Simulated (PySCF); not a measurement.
## A survey of $^{17}$O NMR shifts

Level of theory: GIAO PBE0/pcSseg-1 shieldings, coordinates at the GFN2-xTB level, in PySCF 2.14.0 with density-fitted response routines (one conformer, non-relativistic, no solvent model, averaged over atoms made equivalent by symmetry, fast rotation or ring inversion).

Shieldings were converted by a linear fit to measured shifts: $^{17}$O (scatter 10.7 ppm rms, 12.2 ppm with the 3 outliers that the fit left out vs liquid water, solution or neat liquid). A few per cent of atoms miss by over 2 rms, more outside the fitted compound classes.

Question: Give the $^{17}$O shifts of `COC1=CCCC1`, `O[C@@]12CCC[C@@H]1C2`, `c1ccn([C@@H]2CCO2)c1`, `[SiH3]CCOc1ncco1`, `CC[P@@H](=O)C(C)(C)C`, `C=NC[C@H]1OCC(=O)[SiH2]1`, `FC[C@@H]1C=C(Cl)[C@@H](CF)O1`.

Answer: 
```
                                                      compound               environment  δ (ppm)
                                                    COC1=CCCC1              ether oxygen     60.8
                                          O[C@@]12CCC[C@@H]1C2            alcohol oxygen     15.5
                                          c1ccn([C@@H]2CCO2)c1              ether oxygen     38.4
      [SiH3:1][CH2:2][CH2:3][O:4][c:5]1[n:6][cH:7][cH:8][o:9]1  O9: aromatic ring oxygen    216.4
      [SiH3:1][CH2:2][CH2:3][O:4][c:5]1[n:6][cH:7][cH:8][o:9]1          O4: ether oxygen     90.3
                                          CC[P@@H](=O)C(C)(C)C                P=O oxygen     27.8
[CH2:1]=[N:2][CH2:3][C@H:4]1[O:5][CH2:6][C:7](=[O:8])[SiH2:9]1       O8: carbonyl oxygen    709.9
[CH2:1]=[N:2][CH2:3][C@H:4]1[O:5][CH2:6][C:7](=[O:8])[SiH2:9]1          O5: ether oxygen      9.3
                                  FC[C@@H]1C=C(Cl)[C@@H](CF)O1              ether oxygen     13.2
```

Question: Order these by $^{17}$O shift, lowest first.
A. C=CC(=O)C(C)C
B. C#CC(=O)N(C)C1CC1
C. O[C@H]1CC=CCC1
D. C#CC[P@@H](=O)C#C

Answer: C (27.7 ppm, alcohol oxygen), D (61.5 ppm, P=O oxygen), B (359.9 ppm, amide-type carbonyl oxygen), A (511.4 ppm, ketone oxygen).
